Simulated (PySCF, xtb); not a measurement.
FeO₄, SMILES [Fe]1(=[O])(=[O])[O][O]1, multiplicity 1.

Harmonic wavenumbers (cm⁻¹) from GFN2-xTB in xtb at its own minimum, in rising order: 271, 284, 331, 370, 550, 563, 1024, 1212, 1228.

### Question
What does PBE-D3(BJ)/def2-SVP run with PySCF give at its own minimum? (Estimate from the structure and the level; the computed values follow.)

### Answer
243, 256, 324, 325, 558, 578, 990, 1027, 1039. Paired by order, the mean absolute difference is 60 cm⁻¹ and the zero-point energies are 8.3 and 7.6 kcal/mol.
